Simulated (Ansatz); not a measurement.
Consider the formal exchange of groups at the Se–In bond: `[Cl][In]([Cl])[SeH]` + `[OH][AlH][OH]` → `[OH][Al]([OH])[SeH]` + `[Cl][InH][Cl]`.

Calculated with Ansatz (gas phase, PBE0-D4/def2-TZVP geometries, no zero-point term in ΔE). CBS: MP2 limit from def2 TZ/QZ plus the TZ coupled-cluster correction, frozen cores. This one scheme is used for every species. DFT in def2-TZVPP. B3LYP here is the variant with VWN-RPA as its local correlation; programs differ in this. def2 core potentials past Kr. For In, Se outer-core shells are correlated without core-valence functions, which leaves a few kJ/mol of doubt a bond. Scalar relativity is left out up to krypton. Each species was taken in one conformer, which may not be the lowest.

| level | ΔE (kJ/mol) | difference from CCSD(T)/CBS |
| --- | --- | --- |
| revPBE-D4 | -9.5 | -3.2 |
| B3LYP-D4 | -4.8 | 1.5 |
| r2SCANh-D4 | -13.0 | -6.7 |
| r2SCAN0-D4 | -13.3 | -7.0 |
| BHLYP-D4 | -5.8 | 0.5 |
| r2SCAN0 | -13.5 | -7.2 |
| HF/def2-TZVPP | -8.2 | -1.9 |
| SCS-MP2/def2-TZVPP | -5.4 | 0.9 |
| CCSD(T)/def2-TZVPP | -9.1 | -2.8 |
| HF/CBS(def2) | -8.0 | -1.7 |
| CCSD(T)/CBS | -6.3 | 0 |

Largest T1 diagnostic among the species: 0.013.

From BLYP to BHLYP (50 % exact exchange), in def2-TZVPP and without D4, ΔE moves by −5.4 kJ/mol. Leaving LDA and LC-ωPBE aside and taking each functional with its dispersion term where it has one, the values, not all of them listed here, spread over 11.1 kJ/mol, from r2SCAN0-D4 to BLYP-D4. LDA lies −4.7 kJ/mol from PBE without D4. At CCSD(T), def2-SVP lies +7.2 kJ/mol from the extrapolated value and def2-TZVPP −2.8 kJ/mol.
